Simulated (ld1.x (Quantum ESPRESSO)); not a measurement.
## Configuration tests for Lu (PAW)

ld1.x (Quantum ESPRESSO) 7.5 input, shortened:

```
&input
   title='Lu', zed=71., rel=1, dft='PW91', iswitch=3,
   config='[Xe] 4f14 5d1 6s1.75 6p0'
 /
 &inputp
   pseudotype=3, lpaw=.true., tm=.true., lloc=-1, rcloc=2.35,
   nlcc=.true., new_core_ps=.true.,
   which_augfun='PSQ', rmatch_augfun_nc=.true.
 /
8
6S  1  0   1.75   0.00  2.85  3.55  0.0
6S  1  0   0.00   0.20  2.85  3.55  0.0
5P  2  1   6.00   0.00  1.95  2.35  0.0
6P  3  1   0.00   0.00  1.95  2.35  0.0
5D  3  2   1.00   0.00  1.60  2.15  0.0
5D  3  2   0.00   0.65  1.60  2.15  0.0
4F  4  3  14.00   0.00  1.10  1.15  0.0
4F  4  3   0.00   0.30  1.10  1.15  0.0
 &test
   configts(1)='4f14 5p6 5d1 6s1.75 6p0'
 /
```

Energies are relative to the spin-unpolarised reference configuration 4f14 5p6 5d1 6s1.75 6p0; without spin polarisation the order of configurations can differ from experiment.

```csv
valence configuration,charge,ΔE all-electron (eV),error AE − PS (meV)
4f14 5p6 5d1 6s2 6p0,0,-1.338,+0.5
4f14 5p6 5d1 6s1 6p0,+1,6.076,-2.9
4f14 5p6 5d1 6s0 6p1,+1,10.342,-1.7
4f14 5p6 5d0 6s2 6p0,+1,3.980,-5.5
4f14 5p5 5d1 6s2 6p0,+1,35.764,-146
```

Task: What are ΔE and the potential's error for 4f14 5p6 5d1 6s0 6p0?

Result: ΔE = 19.376 eV all-electron; the error (AE − PS) is -6.7 meV.

Task: What are ΔE and the potential's error for 4f13 5p6 5d1 6s2 6p0?

Result: ΔE = 16.265 eV all-electron; the error (AE − PS) is -634 meV.

Levels in the configuration 4f14 5p6 5d0 6s2 6p0:

| level | all-electron (eV) | pseudo (eV) |
| --- | --- | --- |
| 4f | -18.551 | -18.678 |
| 5p | -40.488 | -40.552 |
| 6s | -11.110 | -11.106 |

Note: ghost state, extra bound levels that the all-electron valence spectrum of the same l lacks: s at -10.5 eV. A true bound ghost makes a file unfit for plane-wave use.
